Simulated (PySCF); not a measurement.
## Working out the electron affinity of Ag

Ag⁻ [Kr] 4d10 5s2 (1S) → Ag [Kr] 4d10 5s1 (2S). All numbers are calculated (PySCF 2.14, scalar relativity through the core potential, in aug-cc-pwCVTZ-PP with ECP28MDF (8s8p7d4f3g, 122 functions)). Frozen: nothing. Energies in hartree (1 hartree = 27.21139 eV):

```
             part  Ag⁻ (lower)   Ag (upper)
              UHF  -146.059359  -146.055587
MP2 opposite-spin    -0.567265    -0.538790
    MP2 same-spin    -0.257842    -0.249470
```

What does Hartree-Fock give?

(-146.055587) − (-146.059359) = 0.003772 hartree = 0.103 eV.

What do MP2 and SCS-MP2 (6/5 opposite-spin, 1/3 same-spin) give?

The opposite-spin parts differ by 0.775 eV and the same-spin parts by 0.228 eV. MP2: 0.103 + (0.775) + (0.228) = 1.106 eV. SCS-MP2: 0.103 + 1.2 × (0.775) + (0.228)/3 = 1.109 eV.

Reference: 1.304 eV (measured; photodetachment measurements, as compiled on the Wikipedia data page of electron affinities).

What remains against the reference includes basis incompleteness and correlation beyond second order.
